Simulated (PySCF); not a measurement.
Ta(NH)(OH)2(NH2) (H5N2O2Ta), SMILES [NH2][Ta]([OH])(=[NH])[OH], multiplicity 1.

Coordinates come from a PBE0-D3(BJ)/def2-SVP optimisation. The multiplicity is an assumed one; no other spin state was optimised. The structure was generated by enumeration; whether it is a known compound was not checked. The def2 effective core potentials stand for the cores of Ta; spin–orbit coupling is left out. Other conformers were not sampled.

Computed with CAM-B3LYP/def2-TZVP in PySCF.

Symmetry labels are those of the subgroup Cs that the program uses (full group Cs).

Computed valence orbital energies around the gap with their symmetry:
```tsv
orbital	symmetry	energy (eV)
HOMO−7	A'	-12.63
HOMO−6	A'	-11.74
HOMO−5	A"	-11.51
HOMO−4	A'	-10.88
HOMO−3	A"	-10.51
HOMO−2	A'	-8.92
HOMO−1	A"	-8.89
HOMO	A"	-8.82
LUMO	A'	0.81
LUMO+1	A'	1.36
LUMO+2	A"	1.79
LUMO+3	A'	1.81
```
